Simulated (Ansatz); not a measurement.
Reactions of `Cl[Si](Cl)(Cl)[SnH2][Si](Cl)(Cl)Cl`.

Program: Ansatz. Geometries: PBE0-D4/def2-TZVP. ΔE: electronic, gas phase. CBS: MP2 limit from def2 TZ/QZ plus the TZ coupled-cluster correction, frozen cores. This one scheme is used for every species, atoms too. For atomizations the MP2-based limit and the directly extrapolated one differ by several kJ/mol either way, and by 10 to 25 for some Ge, Se and Sn compounds, so smaller differences from it don't rank the levels. DFT in def2-TZVPP. Open shells (•) are unrestricted, without spin–orbit coupling. Spin–orbit coupling would lower the free atoms: a little for Cl, Si; strongly for Sn. Elements past krypton have def2 core potentials. For Br, Ge, I, Sn outer-core shells are correlated without core-valence functions, so the limit isn't a true one: a few kJ/mol of doubt a bond, and 10 to 20 or more in all where bonds break to atoms. Scalar relativity is left out up to krypton. One conformer a species, not always the lowest.

```tsv
reaction	ωB97M-V (kJ/mol)
`Cl[Si](Cl)(Cl)[SnH2][Si](Cl)(Cl)Cl` + HBr → `Cl[Si](Cl)(Cl)Br` + `Cl[Si](Cl)(Cl)[SnH3]`	-57
`Cl[Si](Cl)(Cl)[SnH2][Si](Cl)(Cl)Cl` + H₂S → `S[Si](Cl)(Cl)Cl` + `Cl[Si](Cl)(Cl)[SnH3]`	-29
`Cl[Si](Cl)(Cl)[SnH2][Si](Cl)(Cl)Cl` + `O[Si](F)(F)F` → `F[Si](F)(F)O[Si](Cl)(Cl)Cl` + `Cl[Si](Cl)(Cl)[SnH3]`	-89
`Cl[Si](Cl)(Cl)[SnH2][Si](Cl)(Cl)Cl` → 6 Cl• + 2 H• + 2 Si• + Sn•	3334
`Cl[Si](Cl)(Cl)[SnH2][Si](Cl)(Cl)Cl` → `[Cl][SnH2][Si](Cl)(Cl)Cl` + `Cl[Si]Cl`	175
`Cl[Si](Cl)(Cl)[SnH2][Si](Cl)(Cl)Cl` + H₂ → `Cl[Si](Cl)(Cl)[SnH3]` + `Cl[SiH](Cl)Cl`	8
`Cl[Si](Cl)(Cl)[SnH2][Si](Cl)(Cl)Cl` + `CC(C)N` → `CC(C)N[Si](Cl)(Cl)Cl` + `Cl[Si](Cl)(Cl)[SnH3]`	-51
`Cl[Si](Cl)(Cl)[SnH2][Si](Cl)(Cl)Cl` + GeH₄ → `Cl[Si](Cl)(Cl)[GeH3]` + `Cl[Si](Cl)(Cl)[SnH3]`	13
`Cl[Si](Cl)(Cl)[SnH2][Si](Cl)(Cl)Cl` + HI → `Cl[Si](Cl)(Cl)I` + `Cl[Si](Cl)(Cl)[SnH3]`	-44
`Cl[Si](Cl)(Cl)[SnH2][Si](Cl)(Cl)Cl` + HCl → `[Cl][SnH2][Si](Cl)(Cl)Cl` + `Cl[SiH](Cl)Cl`	-59
```

Problem. Give the CCSD(T)/CBS values in the same order. (Best estimate.)

Solution. Computed: -51, -22, -83, 3330, 186, 15, -43, 16, -42, -56 kJ/mol.

Largest T1 diagnostic: 0.013, for `Cl[Si]Cl`.
